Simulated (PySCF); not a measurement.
H₃F₂GaO, singlet (PBE0/def2-SVP optimised geometry):

```
7

Ga    -0.805    -0.417     0.000
H     -1.447     0.986     0.000
F     -0.715    -1.426    -1.455
F     -0.728    -1.424     1.457
O      1.285    -0.417     0.000
H      1.441    -0.983    -0.775
H      1.447    -0.986     0.771
```

Method: PySCF with PBE0/def2-TZVP.

What are the frontier orbital energies and the dipole moment?

HOMO-2 -10.46 eV, HOMO-1 -10.35 eV, HOMO -9.61 eV, LUMO -0.25 eV, LUMO+1 0.28 eV; dipole moment 2.90 D.

On the same geometry PBE/def2-TZVP (PySCF 2.14.0) gives HOMO-2 -8.49 eV, HOMO-1 -8.31 eV, HOMO -7.98 eV, LUMO -1.19 eV, LUMO+1 -0.58 eV; dipole moment 2.85 D.

Meta-Löwdin charges at PBE0/def2-TZVP: Ga1 0.96, H2 -0.08, F3 -0.55, F4 -0.55, O5 -0.56, H6 0.38, H7 0.38.
